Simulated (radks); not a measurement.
Ionisation of the tin ion Sn3+, [Kr] 4d10 5s1, to [Kr] 4d10 as the strength of local exchange is varied. Calculated with a radial shooting solver on a logarithmic mesh with Libxc functionals: scalar-relativistic Kohn-Sham, Slater X-alpha exchange (alpha = 2/3 is LDA exchange), no correlation, spin-polarised, spherical densities, point nucleus; open shells are filled with parallel spins first (spin-orbit coupling, left out, can overturn this in heavy ions).

| alpha | E(Sn3+) (hartree) | exchange (hartree) | IE (eV) | -e of the level emptied (eV) | <r> of it (bohr) |
|---|---|---|---|---|---|
| 0.662 | -6164.22055 | -152.79211 | 40.626 | 35.805 (5s) | 2.127 |
| 0.667 | -6165.37730 | -153.97374 | 40.690 | 35.872 (5s) | 2.125 |
| 0.699 | -6172.78541 | -161.54599 | 41.102 | 36.302 (5s) | 2.115 |
| 0.742 | -6182.75344 | -171.74780 | 41.659 | 36.884 (5s) | 2.102 |
| 0.78 | -6191.57518 | -180.78874 | 42.153 | 37.401 (5s) | 2.090 |
| 1.018 | -6247.09955 | -237.95449 | 45.297 | 40.708 (5s) | 2.019 |

NIST Atomic Spectra Database: 40.74 eV (measured). The Delta-SCF value meets it near alpha = 0.67.
